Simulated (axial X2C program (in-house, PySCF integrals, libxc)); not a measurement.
**How the levels of FCuF (d9 s0 p(π)0 orbitals) move with the bond length**

Calculated with an in-house all-electron X2C program for linear molecules (integrals from PySCF): two-component X2C with atomic mean-field Coulomb and Gaunt terms, basis F dyall-av3z, Cu dyall-v3z (cores contracted in-house). Orbitals come from Hartree–Fock averaged over the configuration Cu d9 s0 p(π)0; CI then distributes these electrons over the d, s, p(π) shells of Cu.

At F–Cu–F held linear, both bonds 1.747 Å:

```tsv
Ω	energy (cm⁻¹)	g∥	configuration
1/2	0	1.90	100% d9
3/2	3220	3.97	100% d9
1/2	4361	0.10	100% d9
5/2	8302	6.00	100% d9
3/2	9998	2.03	100% d9
```

g∥ is the magnitude of 2⟨Lz + ge Sz⟩ for the +Ω component. The lowest 14 levels at most are listed.

At F–Cu–F held linear, both bonds 2.061 Å:

```
  Ω  energy (cm⁻¹)    g∥  configuration
1/2              0  1.84        100% d9
3/2           2347  3.95        100% d9
1/2           3579  0.16        100% d9
5/2           5726  6.00        100% d9
3/2           7451  2.05        100% d9
```

The lowest level lies 14436 cm⁻¹ above the lowest at the first distance.

(1) How does the gap from the lowest to the fifth level change between the two distances?

There is no dynamic correlation: spin–orbit spacings and, for f shells, spacings inside one term are the most reliable numbers, splittings between terms come out too wide, and energies between configurations are not reliable, so the lowest level need not be the ground state of the molecule. For d shells the ligand-field splittings (σ, π, δ) and their order can be off by a thousand cm⁻¹ or more. At most 4 roots were kept for each Ω > 0 (twice that for Ω = 0) within 3.2 eV of the lowest, so higher up levels can be missing between those listed; levels with Ω > 0 are doubly degenerate and listed once, Ω = 0 levels singly. States that fill the shells left empty in the average are placed too high. The molecule was held linear; bending was not examined.

Answers

(1) From 9998 to 7451 cm⁻¹, a factor of 0.75.
